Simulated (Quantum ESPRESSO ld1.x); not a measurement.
The numbers below are computed, except where a source is named.
Species: Ba3+. Configuration: [Kr] 4d10 5s2 5p5 (the NIST ground configuration). Level of theory: scalar-relativistic Kohn-Sham, PBE, spin-unpolarised, spherical densities, point nucleus (ld1.x of Quantum ESPRESSO 7.5).

Radial electron density D(r) = 4 pi r^2 rho(r):

| r (bohr) | D(r) (e/bohr) |
|---|---|
| 0.002076 | 8.124 |
| 0.002725 | 12.41 |
| 0.003605 | 18.73 |
| 0.00477 | 27.39 |
| 0.006312 | 38.41 |
| 0.008351 | 51.00 |
| 0.01105 | 63.09 |
| 0.01462 | 71.43 |
| 0.01919 | 73.12 |
| 0.02539 | 68.63 |
| 0.0336 | 64.19 |
| 0.04445 | 69.31 |
| 0.05882 | 85.03 |
| 0.07782 | 95.80 |
| 0.103 | 86.13 |
| 0.1352 | 70.62 |
| 0.1788 | 74.45 |
| 0.2366 | 81.25 |
| 0.3131 | 57.33 |
| 0.4142 | 30.33 |
| 0.5481 | 31.13 |
| 0.7252 | 30.45 |
| 0.9518 | 17.03 |
| 1.259 | 8.529 |
| 1.666 | 6.014 |
| 2.205 | 3.015 |
| 2.917 | 0.7300 |
| 3.86 | 0.07385 |
| 5.107 | 0.002412 |

D(r) has 4 maxima, at r = 0.0179, 0.0791, 0.224, 0.628 bohr, and minima at 0.0344, 0.148, 0.460 bohr, inside which lie 1.96, 11.15, 28.90 electrons.
